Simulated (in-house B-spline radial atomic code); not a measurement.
Values are calculated unless marked as measured or tabulated.
**Weak and strong correlation along the adiabatic connection**

Two-electron singlets in several external potentials (atomic units), by full CI in B-splines with partial waves to l = 8 (correlation energies up to 0.6 % small). The repulsion is scaled by λ at fixed density; W(λ) is the mean repulsion less the Hartree energy, W(0) = E_x, and the area under W from 0 to 1 is E_xc.

One system gave this curve:

| λ | W (hartree) |
| --- | --- |
| 0 | -0.55903 |
| 0.02 | -0.56102 |
| 0.05 | -0.56394 |
| 0.12 | -0.57048 |
| 0.25 | -0.58165 |
| 0.4 | -0.59317 |
| 0.6 | -0.60656 |
| 0.8 | -0.6181 |
| 1 | -0.62811 |
| 1.4 | -0.64457 |
| 2 | -0.66301 |
| 3 | -0.68379 |
| 4.5 | -0.70308 |
| 7 | -0.72158 |
| 10 | -0.73448 |

Task: Which system is it?
A. −V exp(−r²/w²), V = 4.88, w = 2.05
B. −V exp(−r²/w²), V = 7.69, w = 6.38
C. −Z/r, Z = 1.14, wall at 1.17 bohr
D. −Z exp(−kr)/r, Z = 8.94, k = 4.44

Result: B. The exchange energy sets the size: −V exp(−r²/w²), V = 7.69, w = 6.38: E_x = -0.559, E_c = -0.0389; −Z exp(−kr)/r, Z = 8.94, k = 4.44: E_x = -4.41, E_c = -0.0475; −Z/r, Z = 1.14, wall at 1.17 bohr: E_x = -1.63, E_c = -0.0463; −V exp(−r²/w²), V = 4.88, w = 2.05: E_x = -0.82, E_c = -0.0408 hartree.
